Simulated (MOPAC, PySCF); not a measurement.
CH5BO, SMILES `BOC` (H–B–O–C torsion 180°), neutral singlet in the gas phase. 

Cartesian coordinates (Å):
SMILES: BOC
```xyz
8

B      1.2559     0.4726     0.3572
O      0.0043     0.3814     0.8279
C     -1.0111    -0.3380     0.1524
H      2.0336     1.1020     1.0013
H      1.5494    -0.0658    -0.6706
H     -1.8279     0.3438    -0.0813
H     -1.3834    -1.1218     0.8111
H     -0.6300    -0.7831    -0.7683
```
Charge 0, multiplicity 1.

All levels are single points at this geometry (M06-2X/def2-TZVP); Pople sets use spherical d functions. Orbital energies aren't observables, and empty levels follow the basis.

PM3 in MOPAC gives HOMO (eV) = -11.84.

### Question
Estimate the HOMO (eV) from each of these levels: B3LYP-D3(BJ)/def2-TZVP in PySCF; M06-2X/def2-TZVP in PySCF; PBE-D3(BJ)/def2-TZVP in PySCF; B3LYP/6-311+G** in PySCF; BP86/6-31G* in PySCF; M06-2X/6-31G* in PySCF; SVWN5/6-31G* in PySCF; HF/6-31G* in PySCF; HF/STO-3G in PySCF; AM1 in MOPAC; PM6 in MOPAC; PM7 in MOPAC.

### Answer

```
level                            HOMO (eV)
-------------------------------  ---------
B3LYP-D3(BJ)/def2-TZVP in PySCF      -8.40
M06-2X/def2-TZVP in PySCF           -10.02
PBE-D3(BJ)/def2-TZVP in PySCF        -7.10
B3LYP/6-311+G** in PySCF             -8.41
BP86/6-31G* in PySCF                 -6.97
M06-2X/6-31G* in PySCF               -9.86
SVWN5/6-31G* in PySCF                -6.87
HF/6-31G* in PySCF                  -12.23
HF/STO-3G in PySCF                  -10.28
AM1 in MOPAC                        -10.99
PM6 in MOPAC                        -10.65
PM7 in MOPAC                        -10.85
```
